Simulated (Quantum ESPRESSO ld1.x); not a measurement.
Values are calculated unless marked as measured or tabulated.
Coulomb parameter of the 4d shell of neutral molybdenum in the model configuration [Kr] 4d5 5s1, as a second difference U = [E(n + 0.25) + E(n - 0.25) - 2 E(n)] / (0.25)^2 with all orbitals relaxed. "Bare": the charge of the atom changes with n. "Screened": the 5s shell takes up the change at fixed total charge, which measures U(4d,4d) + U(5s,5s) - 2 U(4d,5s). Code: ld1.x of Quantum ESPRESSO 7.5. Model: scalar-relativistic Kohn-Sham, PW91, spin-unpolarised, spherical densities, point nucleus.

start: configuration [Kr] 4d5 5s1; E - E(n) (eV) 0.000
bare +0.25: configuration [Kr] 4d5.25 5s1; E - E(n) (eV) -0.716
bare -0.25: configuration [Kr] 4d4.75 5s1; E - E(n) (eV) 1.200
screened +0.25: configuration [Kr] 4d5.25 5s0.75; E - E(n) (eV) 0.113
screened -0.25: configuration [Kr] 4d4.75 5s1.25; E - E(n) (eV) -0.053

U(bare) = 7.750 eV, U(screened by 5s) = 0.957 eV, against the Slater integral F0(4d,4d) = 12.579 eV with frozen orbitals. The step up makes a negative ion, whose loosely bound charge lowers the bare value.
